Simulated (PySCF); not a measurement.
Delta-SCF ions had no search for a lower state. Excitations are Tamm–Dancoff values on a coarser integration grid. The basis has no diffuse functions, so Rydberg states are missing or too high.

## CH$_{2}$Si, SMILES `C#[SiH]` (charge 0, multiplicity 1)

All values below come from PBE-D3(BJ)/def2-TZVP // PBE0-D4/def2-TZVP run with PySCF.

The HOMO is -5.82 eV, the dipole moment is 0.97 D and the LUMO comes out as -3.92 eV. The HOMO–LUMO gap is 1.91 eV and the S1 excitation (TDA) comes out as 2.12 eV. The S1 oscillator strength comes out as 0.006 and the brightest of the four lowest singlets (TDA) is 6.13 eV. The T1 excitation (TDA) is 1.43 eV and the S1–T1 gap (TDA) is 0.69 eV. The vertical ionisation energy (Delta-SCF) comes out as 9.13 eV, the total energy is -328.4714 Ha and the cost is around 23 core-seconds (rough).

Bond lengths (Å): C1–Si2 1.637, C1–H3 1.078, Si2–H4 1.483. Bond angles (°): Si2–C1–H3 153.9, C1–Si2–H4 122.9.
